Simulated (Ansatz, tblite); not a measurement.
Cost and result up the ladder for Sn₃H₆ (9 atoms). Total charge 0; singlet. Geometry: PBE0-D4/def2-SVP.

```xyz
9

Sn    0.852   -1.043    0.133
Sn   -2.126    0.308    0.807
Sn   -0.202    1.177   -1.167
H    -0.792   -1.224    1.043
H     0.818   -2.645   -0.486
H     0.918    2.461   -0.956
H    -0.257    0.774   -2.836
H     1.863   -0.992    1.517
H    -1.074    1.185    1.946
```

Ansatz on 4 threads of Arm Neoverse V2 on a shared host; xTB runs through tblite on one thread. Times are rough, summed over both states, and most runs start from the orbitals of an earlier one. PBE0-D4/def2-TZVP serves as the yardstick here, not as an exact answer. Differences are given only for rows in sets of like size (and for xTB, whose basis is part of the method), since another set adds its own error. The other state is a doublet.

In the def2 sets Sn takes a core potential; there is no spin–orbit coupling. The xTB rows come from tblite. Correlated methods freeze 12 core orbitals; core or outer-core shells of Sn are correlated, in sets that lack core-valence functions. The rows differ in basis, and correlated rows in double-zeta sets carry the largest basis error. The structure comes from a short search, and lower isomers may exist.

Correlated methods converge slowly with the basis, most of all in double-zeta sets.

Raw xTB energies of ions are shifted by several eV.

```
              level  functions  wall time  vertical IE (eV)  difference from PBE0-D4/def2-TZVP (eV)
           GFN1-xTB         39    0.008 s             13.06                                    5.29
           GFN2-xTB         33    0.008 s             12.82                                    5.06
   PBE-D4/def2-TZVP        186      4.4 s              7.72                                   -0.05
  PBE0-D4/def2-TZVP        186      8.5 s              7.77                                    0.00
r2SCAN-D4/def2-TZVP        186      9.7 s              7.74                                   -0.03
   CCSD(T)/def2-SVP        108       49 s              7.57                                       –
```
